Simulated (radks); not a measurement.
Species: Ga4+. Configuration: [Ne] 3s2 3p5 3d9 4s1 (not the ground configuration).

Method: scalar-relativistic Kohn-Sham, PBEsol, spin-polarised, spherical densities, point nucleus; open shells are filled with parallel spins first; computed with a radial shooting solver on a logarithmic mesh with Libxc functionals.

Energy parts (hartree):
total: -1934.04490
kinetic: 1966.96966
electron-nucleus: -4594.94287
Hartree: 765.61098
exchange-correlation: -71.68268

Orbitals (lengths in bohr, moments of r in powers of bohr; <r^-3> diverges for s and p1/2):
orbital,occ.,eigenvalue (hartree),<1/r>,<r^-3>,<r^2>,<r>
1s up,1,-378.4597,31.28,-,0.003182,0.04863
1s down,1,-378.4303,31.28,-,0.003181,0.04862
2s up,1,-49.08263,6.843,-,0.05603,0.2179
2s down,1,-49.03119,6.845,-,0.05597,0.2178
2p up,3,-43.10793,6.715,891.0,0.04459,0.1907
2p down,3,-43.05504,6.716,891.4,0.04454,0.1906
3s up,1,-8.02829,2.221,-,0.4736,0.6415
3s down,1,-7.90848,2.216,-,0.4753,0.6426
3p up,3,-6.20583,2.080,123.9,0.5124,0.6612
3p down,2,-6.08716,2.075,123.1,0.5149,0.6628
3d up,5,-3.21488,1.789,13.64,0.6311,0.7129
3d down,4,-3.10132,1.784,13.58,0.6367,0.7158
4s up,1,-2.03345,0.7638,-,3.420,1.743
4s down,0,-1.94060,0.7598,-,3.463,1.753

The highest occupied level is 4s up at -55.333 eV. The density falls to 0.001 e/bohr^3 at r = 2.90 bohr. Spin moment in Bohr magnetons: 3.
